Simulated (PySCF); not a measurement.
Radial density of P(2+) (phosphorus, charge +2)

TPSS, [Ne] 3s2 3p1, 2P determinant. Computed with PySCF 2.14 in aug-cc-pVDZ-DK (5s4p2d, 27 functions), with scalar relativity by spin-free X2C-1e.

```csv
r (bohr),4πr²ρ (e/bohr),4πr²(ρα − ρβ)
0.00147,0.06798,0.0000
0.00247,0.1823,0.0000
0.00416,0.4687,0.0000
0.00700,1.178,0.0000
0.0118,2.817,0.0001
0.0198,6.155,0.0003
0.0333,11.48,0.0011
0.0560,16.48,0.0047
0.0942,15.78,0.0197
0.159,10.99,0.0650
0.267,13.61,0.1202
0.448,14.97,0.0633
0.754,5.387,0.0285
1.27,2.047,0.4557
2.13,1.370,0.4952
3.59,0.1115,0.0560
6.04,0.0004735,0.0004
10.2,1.420e-05,0.0000
```

Densities and radii are taken from the X2C orbitals without a picture-change correction, which distorts them close to the nucleus.
